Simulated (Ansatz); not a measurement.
Species: trichlorogermane, sum formula GeHCl₃, charge 0, multiplicity 1. SMILES: [Cl][GeH]([Cl])[Cl]
Geometry: optimised at B3LYP-D3(BJ)/def2-TZVP (Ansatz, a program for electronic structure).

Quantity: vertical electron affinity (to the doublet state of charge -1; a negative value means that the extra electron is unbound and the number depends on the basis; each state is the SCF solution reached for its spin; for the doublet T1 is 0.149), in eV. Cores are frozen in the correlated levels unless marked. UHF or UKS for open shells. Spin-orbit coupling is left out. The frozen core is the preceding noble-gas configuration, with the filled d and f shells of earlier blocks. No relativistic terms. Anions need diffuse functions: def2-D sets add few. 

```csv
level,program,vertical electron affinity (eV)
HF/def2-SVPD,Ansatz,-1.21
CAM-B3LYP/def2-TZVPD,Ansatz,0.06
wB97X-V/def2-TZVPD,Ansatz,-0.23
MP2/def2-SVPD,Ansatz,-0.51
SCS-MP2/def2-SVPD,Ansatz,-0.66
SCS-MP2/def2-TZVPPD,Ansatz,-0.51
```
